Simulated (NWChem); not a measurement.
System: CH₃ClGeO; SMILES O=[CH][GeH2][Cl]

The following NWChem deck was run.

```
start job
memory heap 200 mb stack 900 mb global 1100 mb
geometry units angstroms noautoz
  O      0.182291    -2.637644     0.294933
  C      0.617633    -1.522901     0.372572
  Ge    -0.570476     0.040141    -0.019251
  Cl     0.619833     1.832136     0.242054
  H      1.684441    -1.319920     0.661663
  H     -1.739805     0.086898     0.973928
  H     -1.058597    -0.008697    -1.473643
end
basis spherical
  * library def2-svp
end
dft
  xc becke88 lyp
  iterations 150
  mulliken
end
task dft energy
```

Excerpt of the output:

```
             Northwest Computational Chemistry Package (NWChem) 7.3.0
             --------------------------------------------------------

 CS  symmetry detected

                             Geometry "geometry" -> ""
                             -------------------------

 Output coordinates in angstroms (scale by  1.889725989 to convert to a.u.)

  No.       Tag          Charge          X              Y              Z
 ---- ---------------- ---------- -------------- -------------- --------------
    1 O                    8.0000     0.46608148    -2.62707915     0.00000000
    2 C                    6.0000     0.82439661    -1.48260867     0.00000000
    3 Ge                  32.0000    -0.53521038    -0.01301778     0.00000000
    4 Cl                  17.0000     0.54857816     1.86361865     0.00000000
    5 H                    1.0000     1.91205258    -1.20001587     0.00000000
    6 H                    1.0000    -1.39309031    -0.07632338     1.27119890
    7 H                    1.0000    -1.39309031    -0.07632338    -1.27119890

 Effective nuclear repulsion energy (a.u.)     332.2486525595

      Symmetry information
      --------------------

 Group name             Cs
 Group number              2
 Group order               2
 No. of unique centers     6

                                 NWChem DFT Module
                                 -----------------

 Summary of "ao basis" -> "ao basis" (spherical)
 ------------------------------------------------------------------------------
       Tag                 Description            Shells   Functions and Types
 ---------------- ------------------------------  ------  ---------------------
 O                          def2-svp                 6       14   3s2p1d
 C                          def2-svp                 6       14   3s2p1d
 Ge                         def2-svp                12       32   5s4p3d
 Cl                         def2-svp                 8       18   4s3p1d
 H                          def2-svp                 3        5   2s1p

      Symmetry analysis of basis
      --------------------------

        a'         64
        a"         29

            General Information
            -------------------
          SCF calculation type: DFT
          Wavefunction type:  closed shell.
          No. of atoms     :     7
          No. of electrons :    66
           Alpha electrons :    33
            Beta electrons :    33
          Charge           :     0
          Spin multiplicity:     1
          Use of symmetry is: on ; symmetry adaption is: on
          Maximum number of iterations: 150
          AO basis - number of functions:    93
                     number of shells:    41
          Convergence on energy requested:  1.00D-06
          Convergence on density requested:  1.00D-05
          Convergence on gradient requested:  5.00D-04

              XC Information
              --------------
                    Becke 1988 Exchange Functional  1.000
              Lee-Yang-Parr Correlation Functional  1.000

             Grid Information
             ----------------
          Grid used for XC integration:  medium
          Radial quadrature: Mura-Knowles
          Angular quadrature: Lebedev.
          Tag              B.-S. Rad. Rad. Pts. Rad. Cut. Ang. Pts.
          ---              ---------- --------- --------- ---------
          O                   0.60       49          11.0       434
          C                   0.70       49           9.0       434
          Ge                  1.25      112           9.0       590
          Cl                  1.00       88          10.0       590
          H                   0.35       45          10.0       434
          Grid pruning is: on
          Number of quadrature shells:   388
          Spatial weights used:  Erf1

      Superposition of Atomic Density Guess
      -------------------------------------

 Sum of atomic energies:       -2648.18081099

      Non-variational initial energy
      ------------------------------

 Total energy =   -2649.365928
 1-e energy   =   -4347.167182
 2-e energy   =    1365.552601
 HOMO         =      -0.265014
 LUMO         =      -0.049773

      Symmetry analysis of molecular orbitals - initial
      -------------------------------------------------

  Numbering of irreducible representations:

     1 a'          2 a"

  Orbital symmetries:

     1 a'          2 a'          3 a'          4 a"          5 a'
     6 a'          7 a'          8 a'          9 a'         10 a'
    11 a"         12 a'         13 a'         14 a"         15 a'
    16 a'         17 a'         18 a"         19 a'         20 a'
    21 a"         22 a'         23 a'         24 a'         25 a'
    26 a'         27 a"         28 a'         29 a'         30 a"
    31 a'         32 a"         33 a'         34 a"         35 a'
    36 a'         37 a'         38 a"         39 a'         40 a'
    41 a'         42 a"         43 a'

     ---------------------------------------------
      Total Density - Mulliken Population Analysis
     ---------------------------------------------

    Atom       Charge   Shell Charges
 -----------   ------   -------------------------------------------------------
    1 O    8     8.66   1.99  1.13  0.68  3.03  1.81  0.01
    2 C    6     5.56   1.99  0.96  0.35  1.53  0.66  0.07
    3 Ge  32    31.20   2.00  2.00  2.00  1.07  0.20  6.00  5.98  1.07  0.78  8.13  1.81  0.16
    4 Cl  17    17.47   2.00  1.99  1.23  0.73  5.94  2.17  3.41  0.01
    5 H    1     0.96   0.69  0.25  0.02
    6 H    1     1.07   0.68  0.39  0.01
    7 H    1     1.07   0.68  0.39  0.01

[...]
```

Level: BLYP/def2-SVP. Coordinates come from a PBE0/def2-SVP optimisation.
